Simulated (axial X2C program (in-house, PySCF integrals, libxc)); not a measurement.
**TiSi⁺: cheaper levels and CCSD(T), 2c**

Calculated with an in-house all-electron X2C program for linear molecules (integrals from PySCF). Two-component (2c) means X2C with spin–orbit coupling and atomic mean-field two-electron Coulomb and Gaunt terms. Basis: Ti dyall-cv3z [10s10p6d4f2g], Si dyall-v3z [8s7p2d1f] (cores contracted in-house); Gaussian nuclei, density fitting, unrestricted open shells. Masses: Ti 47.948 u, Si 27.977 u.

State: Ω = 1/2 (⟨Sz⟩ = 2.50, ⟨Lz⟩ = -2.00 at HF); fragments Ti+ + Si.

```json
{"level": "PBE0", "Re (Å)": "2.418", "ωe (cm⁻¹)": "362.2"}
{"level": "HF", "Re (Å)": "2.512", "ωe (cm⁻¹)": "330.0"}
{"level": "MP2", "Re (Å)": "2.379", "ωe (cm⁻¹)": "380.0"}
{"level": "CCSD", "Re (Å)": "2.406", "ωe (cm⁻¹)": "377.6"}
```

Correlated methods: 15 electrons correlated (number of frozen shells: Ti 2 s, 1 p; Si 2 s, 1 p), 253 virtual spin orbitals or spinors in MP2, 90 natural virtuals in coupled cluster.

CCSD(T), same Hamiltonian and basis:

Re = 2.402 Å, ωe = 380.5 cm⁻¹, De = 1.82 eV; T1 = 0.039 (Lee–Taylor normalisation).

(1) Give the differences from CCSD(T) in the columns below.

One determinant describes the state; a PBE0 search over occupations chose it and may have missed a lower one. Dissociation energies refer to the lowest single-determinant-based atoms at the same level and basis. De is not given where an atomic determinant may have missed its ground term or J level, or where the truncated virtual space spoils (T). Density functionals use the spin component along the axis (collinear). CCSD and (T) use frozen natural virtuals with an MP2 correction for the truncation; (T) itself is uncorrected, so its De runs slightly low. In 2c an atomic determinant is not the ground J level, so De misses part of the atomic spin–orbit lowering. This holds for CCSD(T). PBE0 can misorder states that lie within some tenths of an eV, so this need not be the ground state of the molecule. The nearest other 2c determinant of the search, Ω = 9/2, lies 0.03 eV up at the distance of the search. The functionals have no current-density term, which raises determinants with orbital currents, atoms included. With several unpaired electrons one determinant need not be a pure state.

Answers

(1) 

```
level  ΔRe (Å)  Δωe (cm⁻¹)
 PBE0    0.016         -18
   HF    0.110         -50
  MP2   -0.023           0
 CCSD    0.004          -3
```
